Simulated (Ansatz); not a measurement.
FGaH2 (SMILES [F][GaH2]) moved off its minimum; all values from Ansatz (an electronic-structure program), cores frozen in correlated methods.
(charge 0, multiplicity 1)
```xyz
4

Ga    -0.0958    -0.2762    -0.0313
H      0.6755    -1.0736     1.3066
H     -1.3640    -0.6670    -0.7336
F      0.6110     1.1874    -0.3107
```

```
level                largest force (eV/Å)  on atom  rms difference from CCSD(T)/aug-cc-pVTZ (eV/Å)  dipole (D)
-------------------  --------------------  -------  ----------------------------------------------  ----------
HF/def2-TZVPP                        4.41      Ga1                                           0.341        1.85
PBE/def2-TZVPP                       4.92      Ga1                                           0.100        1.52
r2SCAN/def2-TZVPP                    4.61      Ga1                                           0.244        1.58
B3LYP/def2-TZVPP                     4.85      Ga1                                           0.133        1.65
wB97M-V/def2-TZVPP                   4.79      Ga1                                           0.204        1.65
MP2/aug-cc-pVTZ                      5.05      Ga1                                           0.077        1.72
CCSD(T)/aug-cc-pVTZ                  4.89      Ga1                                           0.000        1.72
```

The differences count from one level among others, with limits of its own. Forces at CCSD(T)/aug-cc-pVTZ (eV/Å):

```csv
atom,Fx,Fy,Fz
Ga1,-0.105,-3.902,2.944
H2,-0.698,0.579,-1.319
H3,-0.929,-0.334,-0.709
F4,1.733,3.657,-0.916
```
